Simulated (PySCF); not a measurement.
**Assigning NMR signals**

Geometry (Å), atoms numbered from 1 in this order:
```xyz
27

Si   -0.6775    0.0034   -0.4777
N    -0.6575    0.3059    1.2304
C     0.0130   -0.6114    2.1192
C    -1.4944    1.3012    1.8637
C    -2.7909    0.7666    2.4596
H     0.6035   -0.0654    2.8792
H    -0.6761   -1.2887    2.6601
H     0.7134   -1.2381    1.5461
H    -0.9094    1.8079    2.6570
H    -1.7334    2.0785    1.1188
H    -3.3602    1.5737    2.9466
H    -3.4272    0.3224    1.6778
H    -2.6017   -0.0086    3.2185
N     0.9433   -0.2854   -1.0197
C     1.9913    0.6541   -0.7023
C     1.2841   -1.3093   -1.9828
C     1.4285   -0.8186   -3.4180
H     2.9117    0.1271   -0.3868
H     2.2628    1.3176   -1.5460
H     1.6752    1.2938    0.1360
H     2.2274   -1.7981   -1.6665
H     0.5082   -2.0918   -1.9456
H     1.7164   -1.6442   -4.0876
H     0.4796   -0.3961   -3.7843
H     2.1995   -0.0375   -3.5064
H    -1.3618    1.2149   -1.0394
H    -1.4205   -1.2196   -0.9296
```

Computed data (PySCF 2.14.0 with density-fitted response routines): structure optimised with PBE0-D3(BJ)/def2-SVP, shielding tensors at KT2/pcSseg-1 (GIAO). Non-relativistic, gas phase, one conformer, equivalent nuclei averaged.

References, each an isolated molecule treated in the same way: ¹³C and ¹H against TMS.

(1) Assign these signals to the numbered atoms. ¹³C{¹H} NMR (computed): δ 51.2 (CH2), 33.6 (CH3), 16.8 (CH3).

(2) Assign these signals to the numbered atoms. ¹H NMR (600 MHz, computed): δ 5.04 (s, 2H), 3.07 (q, 4H), 2.60 (s, 6H), 1.01 (t, 6H).

Results:

(1) 
51.2 → C4/C16, carbon bonded to C, N, 2 H
33.6 → C3/C15, carbon bonded to N, 3 H
16.8 → C5/C17, carbon bonded to C, 3 H

(2) 
| δ (ppm) | atoms | environment | reason |
| --- | --- | --- | --- |
| 5.04 | H26/H27 | hydrogen on a silicon bonded to 2 N | – |
| 3.07 | H9/H10/H21/H22 | hydrogen on a carbon bonded to C, N | – |
| 2.60 | H6/H7/H8/H18/H19/H20 | hydrogen on a carbon bonded to N | – |
| 1.01 | H11/H12/H13/H23/H24/H25 | hydrogen on a carbon bonded to C | – |

Shifts are as computed. Against solution values, carbons near 30 ppm lie about +2 ppm off and those near 130 ppm about -5 ppm. Of 1309 compounds with measured shifts, 239 miss one by over three times the rms of a fit or turn the order of signals round; such compounds aren't used in these exercises. Multiplicities follow the n + 1 count of equivalent neighbours, as no J values were calculated; m marks all less simple cases, F and P coupling included.
